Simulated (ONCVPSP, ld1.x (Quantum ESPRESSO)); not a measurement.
# Potentials for oxygen (O) compared

Generated with ld1.x 7.5 (TM, RRKJ, ultrasoft, PAW), atompaw 4.2 or ONCVPSP 4.0.1. The cutoff is in Ry: for ld1.x and atompaw files where the sum of valence levels is converged to 10 mRy in a Bessel basis, for ONCV files where the hardest occupied wave has 1 mHa per electron of residual kinetic energy. The error is the largest all-electron minus pseudo excitation energy over each file’s own four to seven test configurations (ionisations up to +4, promotions, holes and added fractions of an electron), all of which were solved. The labels leave out finer settings (local radius, basis sizes, second energies), which also bear on the numbers. Spin-polarised tests are not counted. The rows are a selection from randomly drawn settings: files with unsolved tests, undetermined cutoffs or missed reference levels are left out.

| potential | cutoff (Ry) | largest error (meV) | bound ghosts |
| --- | --- | --- | --- |
| TM, LDA (PZ), scalar-relativistic, rc 0.60/1.45 (sp), local smoothed, core correction no, reference 2s2 2p4 | 200 | +2198 | none |
| PAW, PBE, non-relativistic, rc 0.95/1.35 (sp), local smoothed, core correction yes, reference 2s2 2p4 | 40 | -56 | none |
| ultrasoft, PBEsol, non-relativistic, rc 1.00/1.45/1.30 (spd), local smoothed, core correction no, reference 2s2 2p4 | 35 | +77 | none |
| ONCV, PBE, scalar-relativistic, rc 0.75/1.50/1.60 (spd), local smoothed, core correction yes, reference 2s2 2p2, qcut 9.9/7.3/7.1, projectors 2/2/1 | 85 | +797 | none |
| ONCV, PBE, scalar-relativistic, rc 0.80/1.80/1.60 (spd), local smoothed, core correction no, reference 2s2 2p3, qcut 7.3/9.6/5, projectors 2/2/2 | 258 | +2748 | none |

(1) Fill in the row for O: TM, LDA (PZ), scalar-relativistic, rc 0.60/1.30 (sp), local s, core correction yes, reference 2s2 2p4.

(2) Fill in the row for O: PAW, Wu–Cohen, scalar-relativistic, rc 0.85/0.95/0.85 (spd), local smoothed, core correction yes, reference 2s1.75 2p4.25.

## Answers

(1) cutoff 200 Ry, largest error +1341 meV, bound ghosts: none.

(2) cutoff 80 Ry, largest error -8.9 meV, bound ghosts: none.
